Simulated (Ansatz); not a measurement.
The cluster PdI₂, relaxed as a triplet with UKS r2SCAN-D4/def2-TZVP in Ansatz, starting from the r2SCAN-D4/def2-TZVP geometry of the neutral singlet. Force threshold 0.02 eV/Å.

In the def2 sets I, Pd take a core potential; there is no spin–orbit coupling. The structure comes from a short search, and lower isomers may exist.

Start:

```xyz
3

Pd    0.000    0.000   -0.001
I     0.384    2.445    0.299
I    -0.384   -2.445   -0.299
```

```csv
step,energy (eV),largest force component (eV/Å),SCF passes
1,-19692.0373,0.072,20
2,-19692.0378,0.043,23
3,-19692.0381,0.001,25
```

Force components are those of the run's own axes.

End:

Cartesian coordinates in Å:
```
Pd 0.000 0.000 0.000
I 0.382 2.436 0.298
I -0.382 -2.436 -0.298
```

By distances, no bond broke or formed. The bond that changes most is Pd1–I2, from 2.49 to 2.48 Å (atoms count from 1).

No frequencies were taken in this run, so the end may be a saddle point.

Hardware: 4 threads of Arm Neoverse N1 on a shared host. Wall time 16 s.
